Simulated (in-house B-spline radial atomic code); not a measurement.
Configurations of Ta III (Ta2+), with energies counted from [Xe] 4f14 5d3. All numbers are computed (Dirac-Hartree-Fock, average of configuration; Fermi nucleus of rms radius 5.3507 fm) with a B-spline radial code for spherical atoms, not measured. Energies include first-order Breit, QED and recoil terms.

Occupations are held fixed; configurations that lie above the ionisation limit could autoionise.

| configuration | E - E(ref) (eV) | highest orbital | its <r> (bohr) |
| --- | --- | --- | --- |
| [Xe] 4f14 5d2 8s1 | 16.131 | 8s1/2 | 9.943 |
| [Xe] 4f13 5d3 9s1 | 42.998 | 9s1/2 | 14.78 |
| [Xe] 4f13 5d3 9p1 | 43.527 | 9p3/2 | 16.76 |
| [Xe] 4f13 5d3 6g1 | 43.754 | 6g7/2 | 14.63 |
| [Xe] 4f13 5d3 7g1 | 44.657 | 7g7/2 | 21.12 |
| [Kr] 4d10 4f14 5s2 5p5 5d3 6f1 | 57.094 | 6f5/2 | 10.07 |

Order these further configurations by energy, lowest first.
A. [Xe] 4f14 5d2 7s1
B. [Xe] 4f13 5d3 5g1
C. [Kr] 4d10 4f14 5s2 5p5 5d3 8s1
D. [Kr] 4d10 4f14 5s2 5p5 5d3 9s1
E. [Xe] 4f14 5d2 9p1

A (11.901 eV), E (18.738 eV), B (42.258 eV), C (55.874 eV), D (57.978 eV).

How far above the reference does [Xe] 4f14 5d2 8f1 lie?

19.795 eV; its least bound orbital is 8f5/2 with <r> = 22.02 bohr.

How far above the reference does [Xe] 4f13 5d3 7s1 lie?

36.562 eV; its least bound orbital is 7s1/2 with <r> = 5.889 bohr.
